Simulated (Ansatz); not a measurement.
System: sum formula H6SiN3O, net charge 0, doublet state. It need not be the lowest isomer of its formula. SMILES: [Si](O)([NH])(N)N
Structure (B3LYP-D3(BJ)/def2-TZVP (Ansatz, a first-principles code) minimum search):
```
Si
O 1 1.6512
H 2 0.9600 1 116.48
N 1 1.7012 2 113.09 3 -48.31
H 4 1.0054 1 124.51 2 -58.29
H 4 1.0055 5 113.64 1 168.83
N 1 1.7108 2 102.35 3 -170.49
H 7 1.0065 1 121.13 2 173.20
H 7 1.0074 8 112.46 1 -155.63
N 1 1.7425 2 114.88 3 69.20
H 10 1.0216 1 113.66 2 40.81
```
Charge 0, spin multiplicity 2.

Wanted: atomisation energy (electronic, to ground-state atoms), in kcal/mol. Cores are frozen in the correlated levels unless marked. UHF or UKS for open shells. Spin-orbit coupling is left out. Non-relativistic unless marked X2C. The coupled-cluster limit lacks core correlation, which all-electron functionals hold. CBS(X,Y): correlation extrapolated as X^-3; Hartree-Fock from the larger set.

| level | program | atomisation energy (kcal/mol) |
|---|---|---|
| PBE-D4/def2-TZVPD | Ansatz + dftd4 | 965.0 |

Question: What does CCSD(T)/CBS(cc-pV(T+d)Z,cc-pV(Q+d)Z) (Ansatz) give?

Answer: 945.6 kcal/mol, so PBE-D4/def2-TZVPD differs from it by 19.4 kcal/mol.
